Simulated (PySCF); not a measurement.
BrGeH₃O. Atoms are numbered in the order given.

```xyz
6

Ge     0.2920    -0.9344    -0.0031
O      1.9751    -0.6962    -0.4871
Br    -0.7846     1.1112     0.1032
H     -0.3348    -1.7630    -1.1232
H      0.1888    -1.5438     1.4037
H      2.4648    -0.1145     0.1051
```

Geometry optimised at PBE0-D3(BJ)/def2-SVP. Other conformers were not sampled.

Calculation: PBE/def2-TZVPD (PySCF).

Gas-phase values at a fixed geometry.

Computed frontier levels, gap, dipole moment and polarisability:
| Item | Result |
|---|---|
| highest occupied level | -7.10 eV |
| lowest empty level | -1.50 eV |
| orbital gap | 5.60 eV |
| dipole moment | 0.301 e·Å |
| quadrupole, principal values (traceless, Buckingham form, about the centre of nuclear charge) | -6.49, 0.56, 5.94 D·Å |
| mean static polarisability | 60.5 bohr³ (8.96 Å³) |
| polarisability, principal values | 53.0, 55.3, 73.0 bohr³ |
